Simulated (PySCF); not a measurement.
H₂Te₂. Atoms are numbered in the order given.

```xyz
4

Te     1.3653    -0.0250    -0.0222
Te    -1.3653     0.0250    -0.0222
H      1.5486     1.1446     1.1521
H     -1.5486    -1.1446     1.1521
```

Coordinates come from a B3LYP-D3(BJ)/def2-TZVP optimisation. The def2 effective core potentials stand for the cores of Te; spin–orbit coupling is left out.

Method: HF/def2-TZVPD (PySCF).

Mulliken values depend strongly on the basis, most of all with diffuse functions as here. ESP charges are fitted to the potential on shells at 1.4 to 2.0 van der Waals radii. Atomic charges (e):

| atom | Mulliken | ESP fit |
|---|---|---|
| Te1 | -0.08 | -0.05 |
| Te2 | -0.08 | -0.05 |
| H3 | 0.08 | 0.05 |
| H4 | 0.08 | 0.05 |
